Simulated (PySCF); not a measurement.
A side-by-side comparison of computed properties.

First species: C₄H₁₄N₂OSi₂.
SMILES: `CCC[Si@H]1N[Si@H](OC)N1`

Second species: C3H10ClFSi3.
Structure used (GFN2-xTB), in Å, numbered top down from 1:
```
atom  x, y, z in Å
C1     3.031    0.340   -0.035
C2     1.743    0.116    0.147
F3     0.912    1.190    0.322
C4     1.010   -1.165    0.145
Si5   -0.116   -1.304   -1.414
Si6   -1.611    0.475   -1.428
Si7   -2.341    1.141    0.677
Cl8   -4.376    1.132    0.742
H9     3.713   -0.476   -0.179
H10    3.432    1.336   -0.039
H11    1.723   -1.984    0.185
H12    0.383   -1.217    1.036
H13   -0.714   -2.643   -1.308
H14    0.816   -1.370   -2.548
H15   -0.992    1.619   -2.117
H16   -2.741    0.108   -2.301
H17   -1.936    0.223    1.748
H18   -1.945    2.484    1.089
```

Levels: PBE0/pcSseg-1 for dipole moment, HOMO energy, LUMO energy and HOMO–LUMO gap; GFN2-xTB for rotational constant A and rotational constant C. Geometries: GFN2-xTB. All species are isolated and taken at one optimised geometry, non-relativistic unless stated. Electronic properties by PySCF.

Dipoles, sizes and rotational constants follow the conformer. The torsions of the flexible species, by atom-mapped SMILES:
- `[CH3:1][CH2:2][CH2:3][Si@H:4]1[NH:5][Si@H:6]([O:7][CH3:8])[NH:9]1`: C1–C2–C3–Si4 179°, C2–C3–Si4–N5 71°, N5–Si6–O7–C8 173°
- `[CH2:1]=[C:2]([F:3])[CH2:4][SiH2:5][SiH2:6][SiH2:7][Cl:8]`: C1–C2–C4–Si5 -110°, C2–C4–Si5–Si6 -59°, C4–Si5–Si6–Si7 -35°, Si5–Si6–Si7–Cl8 -126°

Values for the first species:

```
Dipole moment         : 1.21 D
HOMO energy           : -6.76 eV
LUMO energy           : 0.63 eV
HOMO–LUMO gap         : 7.39 eV
Rotational constant A : 4.496 GHz
Rotational constant C : 0.440 GHz
```

Task: Estimate the same properties for the second species, and the change in each.

Result: 
```
             property      first     second  second less first
        dipole moment     1.21 D     2.89 D            +1.68 D
          HOMO energy   -6.76 eV   -7.42 eV           -0.66 eV
          LUMO energy    0.63 eV   -0.77 eV           -1.40 eV
        HOMO–LUMO gap    7.39 eV    6.65 eV           -0.74 eV
rotational constant A  4.496 GHz  1.768 GHz         -2.728 GHz
rotational constant C  0.440 GHz  0.412 GHz         -0.028 GHz
```

On the first: The dipole matches unit charges of opposite sign 0.25 Å apart (1 e·Å = 4.8032 D).

On the second: A dipole of 2.89 D is allowed in C1, and pure rotational transitions are dipole-allowed. In atomic units the dipole is 1.14 e·bohr (1 au = 2.5417 D).
